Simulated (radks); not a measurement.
Spherical jellium clusters: N electrons in a uniform positive sphere of charge N and radius rs N^(1/3), rs = 5.44 bohr. Method: non-relativistic Kohn-Sham, PBE, spin-polarised, spherical densities; computed with a radial shooting solver with Libxc functionals. Levels are named by radial order and angular momentum (1s, 1p, 1d, 2s, ...), and open shells are averaged over m.

N = 5, configuration 1s2 1p(up 3, down 0). This is the lowest configuration that the search found. Occupied levels:

level    occupation  eigenvalue (eV)  <r> (bohr)
1s up             1          -3.2566       6.630
1s down           1          -2.7828       5.761
1p up             3          -2.4577       7.667

Energy (eV): total -8.45053, kinetic 5.6110, external -86.783, Hartree 43.126, exchange-correlation -14.283, background 43.879.
